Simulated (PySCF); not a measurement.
SiFCl2Br, SMILES [Si](F)(Cl)(Br)Cl.

Geometry: ωB97X-D3(BJ)/def2-SVP.

Two levels are set side by side: PBE/def2-TZVP (PySCF) and M06-2X/def2-TZVP (PySCF). Same geometry, gas phase. Differences are taken from unrounded values.

```
quantity                     M06-2X    PBE  PBE minus M06-2X
---------------------------  ------  -----  ----------------
orbital gap (eV)              10.64   6.11             -4.53
highest occupied level (eV)  -10.45  -7.84              2.61
lowest empty level (eV)        0.19  -1.72             -1.92
dipole moment (D)              0.76   0.69             -0.06
mean polarisability (bohr³)    62.2   65.0               2.8
```

Without exact exchange PBE keeps part of each electron's self-repulsion, which lifts occupied levels and narrows the gap. PBE's more diffuse valence density responds more strongly to a field. Differences between two approximate levels are no errors against the true value.

Rough cost on one machine, each run with all the roots and properties that it gave: M06-2X against PBE about 3 times.
